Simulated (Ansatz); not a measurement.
One change: `C[S][Zr]([Cl])([S]C)[S]C` becomes `C[S][Zr]([F])([S]C)[S]C`.

Ansatz, PBE0-D4/def2-TZVP geometries, multiplicity 1. Each molecule was computed in one conformer, which needn't be the lowest. `C[S][Zr]([Cl])([S]C)[S]C` holds a close contact that its SMILES doesn't draw: H···Zr 2.66 Å. `C[S][Zr]([F])([S]C)[S]C` holds a close contact that its SMILES doesn't draw: H···Zr 2.50 Å.

Elements past krypton have def2 core potentials.

```csv
property,`C[S][Zr]([Cl])([S]C)[S]C`
HOMO energy (B3LYP/def2-TZVPP) / eV,-6.98
HOMO–LUMO gap (B3LYP/def2-TZVPP) / eV,4.66
size of the dipole moment (PBE/def2-TZVPP) / D,2.09
LUMO energy (B3LYP/def2-TZVPP) / eV,-2.32
size of the dipole moment (B3LYP/def2-TZVPP) / D,2.09
HOMO energy (PBE/def2-TZVPP) / eV,-6.07
```

Question: Give the same properties after the change, and the shifts. (An estimate is asked.)

Answer: Ansatz gave: 
```tsv
property	`C[S][Zr]([F])([S]C)[S]C`	shift
HOMO energy (B3LYP/def2-TZVPP) / eV	-6.68	0.30
HOMO–LUMO gap (B3LYP/def2-TZVPP) / eV	4.71	0.05
size of the dipole moment (PBE/def2-TZVPP) / D	0.65	-1.44
LUMO energy (B3LYP/def2-TZVPP) / eV	-1.97	0.35
size of the dipole moment (B3LYP/def2-TZVPP) / D	0.67	-1.42
HOMO energy (PBE/def2-TZVPP) / eV	-5.76	0.31
```

With PBE0 the HOMO rises by 0.30 eV and the LUMO rises by 0.36 eV, so the gap widens by about 0.06 eV. PBE moves the HOMO by 0.31 eV and ωB97M-V by 0.31 eV. Dipoles are sizes alone; their direction can turn.

Positive LUMOs are unbound, so they and the gaps depend on the basis.

B3LYP here is the variant with VWN-RPA as its local correlation; programs differ in this.
